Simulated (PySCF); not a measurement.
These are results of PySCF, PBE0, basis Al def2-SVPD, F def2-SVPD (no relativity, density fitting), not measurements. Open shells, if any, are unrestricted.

Task: What shape and geometry does isolated singlet AlF₄⁻ take (every ligand bound to Al)?

Result: Counting electrons, aluminium keeps none of its valence electrons outside its bonds, so the VSEPR class is AX4 and the expected shape is tetrahedral (Td), as computed. The lowest minimum found is a singlet of Td symmetry with Al–F 1.711 Å (×4); F–Al–F 109.5° (×6). Its harmonic wavenumbers are 193 (e), 298 (t2), 607 (a1), 790 (t2) cm⁻¹ and its dipole moment is 0.00 D about the centre of mass.

Only a few start shapes were tried, so a lower isomer may exist. The lowest empty level of this anion is unbound, so it and the gap depend on the basis.
